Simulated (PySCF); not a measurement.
2-chloropent-1-en-4-yne (C5H5Cl), SMILES C#CCC(=C)Cl. Atoms are numbered in the order given.

```xyz
11

C      2.5879    -0.1114     1.0563
C      1.6568    -0.5469     0.4179
C      0.5275    -1.0729    -0.3508
C     -0.7726    -0.3411    -0.1062
C     -1.8745    -0.8850     0.4110
Cl    -0.7438     1.3450    -0.5831
H      3.4128     0.2780     1.6221
H      0.7678    -1.0199    -1.4280
H      0.3767    -2.1381    -0.1096
H     -2.7881    -0.3052     0.5499
H     -1.8743    -1.9362     0.7086
```

Geometry optimised at B3LYP-D3(BJ)/def2-SVP. One conformer was computed; it need not be the lowest.

Calculation: CAM-B3LYP/def2-TZVP (PySCF).

ESP charges are fitted to the potential on shells at 1.4 to 2.0 van der Waals radii. Atomic charges (e):

| atom | meta-Löwdin | Löwdin | ESP fit |
|---|---|---|---|
| C1 | -0.21 | -0.10 | -0.59 |
| C2 | -0.03 | -0.11 | (withheld) |
| C3 | -0.20 | -0.23 | (withheld) |
| C4 | 0.05 | -0.46 | 0.23 |
| C5 | -0.27 | -0.21 | (withheld) |
| Cl6 | -0.07 | 0.38 | -0.10 |
| H7 | 0.17 | 0.13 | 0.35 |
| H8 | 0.15 | 0.17 | 0.18 |
| H9 | 0.14 | 0.17 | 0.19 |
| H10 | 0.14 | 0.13 | (withheld) |
| H11 | 0.13 | 0.13 | (withheld) |

Q: What belongs in the gaps? (The exact figures need the calculation; the answer reports its results.)

A: 
- C2, ESP fit: 0.25
- C3, ESP fit: -0.42
- C5, ESP fit: -0.51
- H10, ESP fit: 0.21
- H11, ESP fit: 0.22

Computed Mayer and Wiberg (Löwdin basis) orders of the bonds:
```
bond    Mayer  Wiberg
------  -----  ------
C1–C2    3.01    2.97
C2–C3    1.01    1.27
C3–C4    0.94    1.18
C4–C5    1.86    2.13
C4–Cl6   1.10    1.62
C1–H7    0.90    0.92
C3–H8    0.96    0.81
C3–H9    0.97    0.81
C5–H10   0.96    0.89
C5–H11   0.96    0.88
```
